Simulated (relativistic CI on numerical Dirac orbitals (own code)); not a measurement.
Radial parameters of Yb⁵⁺

These numbers are calculated, not measured: Dirac-Coulomb-Breit CI, KLI orbitals optimised for each configuration, model QED, valence Slater integrals scaled by 0.85, P86 correlation energy added to each configuration (own radial code, finite nucleus).

Slater integrals F^k, G^k are unscaled and averaged over j, outside the closed core [Kr] 4d10; ζ comes from projecting the Hamiltonian with its Breit term on Σ l·s of the shell.

- 4f¹²5s²5p⁵: F^2(4f,4f) = 141720, F^4(4f,4f) = 89134, F^6(4f,4f) = 64187, ζ(4f) = 3034.2, F^2(4f,5p) = 61055, G^2(4f,5p) = 29028, G^4(4f,5p) = 23057, ζ(5p) = 39839 cm⁻¹; <r>(4f) = 0.6852, <r^2>(4f) = 0.5903, <r>(5p) = 1.313, <r^2>(5p) = 1.939 (bohr units).
- 4f¹¹5s²5p⁶: F^2(4f,4f) = 146450, F^4(4f,4f) = 92353, F^6(4f,4f) = 66576, ζ(4f) = 3196.7 cm⁻¹; <r>(4f) = 0.6666, <r^2>(4f) = 0.554 (bohr units).
- 4f¹⁰5s²5p⁶5d: F^2(4f,4f) = 151930, F^4(4f,4f) = 96099, F^6(4f,4f) = 69361, ζ(4f) = 3355.7, F^2(4f,5d) = 39208, F^4(4f,5d) = 19080, G^1(4f,5d) = 14967, G^3(4f,5d) = 13476, G^5(4f,5d) = 10629, ζ(5d) = 2753.2 cm⁻¹; <r>(4f) = 0.6465, <r^2>(4f) = 0.5158, <r>(5d) = 1.65, <r^2>(5d) = 3.084 (bohr units).

Averages of the first 10 configurations, taken without configuration mixing, which lowers the lowest level and can move excited configurations by several eV; other configurations of the list can lie among them:

```csv
Configuration,Parity,States,Average energy above the lowest level (eV)
4f¹²5s²5p⁵,odd,546,20.9
4f¹¹5s²5p⁶,odd,364,5.6
4f¹⁰5s²5p⁶5d,even,10010,34.2
4f¹⁴5s²5p³,odd,20,63.1
4f¹³5s²5p⁴,odd,210,40.2
4f¹²5s5p⁶,even,182,55.4
4f¹⁰5s²5p⁶6s,even,2002,45.0
4f¹⁰5s²5p⁶6p,odd,6006,53.8
4f¹⁴5p⁵,odd,6,127.9
4f¹³5s5p⁵,even,168,72.7
```
